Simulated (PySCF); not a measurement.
PbS, SMILES [Pb]=[S] (connectivity only; charge and spin as stated), neutral, multiplicity 1.

Coordinates come from a PBE-D3(BJ)/def2-TZVP optimisation. The def2 effective core potentials stand for the cores of Pb; spin–orbit coupling is left out.

Computed with PBE-D3(BJ)/def2-TZVP (PySCF).

Frequencies are harmonic and unscaled.

Computed harmonic wavenumbers and intensities:
```json
[
 {"mode": "1", "ν (cm⁻¹)": "425", "IR (km/mol)": "30.8", "moving atoms (share of kinetic energy)": "S 87 %, Pb 13 %"}
]
```
